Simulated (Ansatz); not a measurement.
Basis-set series for `N#CB(Cl)Cl`. Total charge 0; spin multiplicity 1. Geometry: relaxed with PBE0-D4/def2-TZVP.

```tsv
functional	basis	functions	energy (Eh)	HOMO (eV)	LUMO (eV)
PBE0-D4	def2-SVP	78	-1037.36098	-9.67	-2.88
PBE0-D4	def2-QZVPP	311	-1037.83767	-9.82	-3.13
ωB97M-V	def2-SVP	78	-1037.73195	-11.88	-0.69
ωB97M-V	def2-QZVPP	311	-1038.20660	-12.09	-1.01
```

Question: Give the rows for def2-TZVPP. (Best estimate.)

Answer: Computed: 
```
functional       basis  functions  energy (Eh)  HOMO (eV)  LUMO (eV)
   PBE0-D4  def2-TZVPP        177  -1037.80510      -9.80      -3.09
   ωB97M-V  def2-TZVPP        177  -1038.17615     -12.06      -0.95
```
